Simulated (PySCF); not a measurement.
C₂H₆ClNSn, SMILES [N](C)([Sn][Cl])C (connectivity only; charge and spin as stated), neutral, multiplicity 1.

Geometry: B3LYP-D3(BJ)/def2-SVP. The def2 effective core potentials stand for the cores of Sn; spin–orbit coupling is left out. One conformer was computed; it need not be the lowest.

Two levels are set side by side: PBE/def2-TZVP (PySCF) and r2SCAN/def2-TZVP (PySCF). Same geometry, gas phase. Differences are taken from unrounded values.

| quantity | r2SCAN |
|---|---|
| orbital gap (eV) | 2.90 |
| highest occupied level (eV) | -5.67 |
| lowest empty level (eV) | -2.76 |
| dipole moment (D) | 3.39 |
| mean polarisability (bohr³) | 92.3 |

**Question.** What does PBE give, and how far is it from r2SCAN? (An estimate is asked for; the answer gives what the named calculation found.)

**Answer.** 
```csv
quantity,PBE,PBE minus r2SCAN
orbital gap (eV),2.64,-0.26
highest occupied level (eV),-5.44,0.23
lowest empty level (eV),-2.80,-0.03
dipole moment (D),3.30,-0.09
mean polarisability (bohr³),94.5,2.2
```

Rough cost on one machine, each run with all the roots and properties that it gave: r2SCAN against PBE about 3 times.
